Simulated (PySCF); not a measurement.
# How methods differ on the excitation energy of Nb

Nb [Kr] 4d4 5s1 (6D) → Nb [Kr] 4d3 5s2 (4F), as a difference of total energies. Computed with PySCF 2.14 in aug-cc-pwCVDZ-PP with ECP28MDF, with a scalar-relativistic core potential. Correlated levels: valence and next inner shell: nothing frozen outside the core potential. The calculations carry no spin-orbit coupling.

Problem. Order these methods by the excitation energy they give, lowest first.
A. SCS-MP2 (valence and next inner shell)
B. MP2 (valence and next inner shell)
C. CCSD (valence and next inner shell)
D. UHF

Solution. A (-0.118 eV), C (0.227 eV), B (0.410 eV), D (0.722 eV).

Errors of the correlated levels include the incompleteness of this basis.

For comparison: 0.184 eV (measured; NIST levels, between the centres of gravity of the two terms).
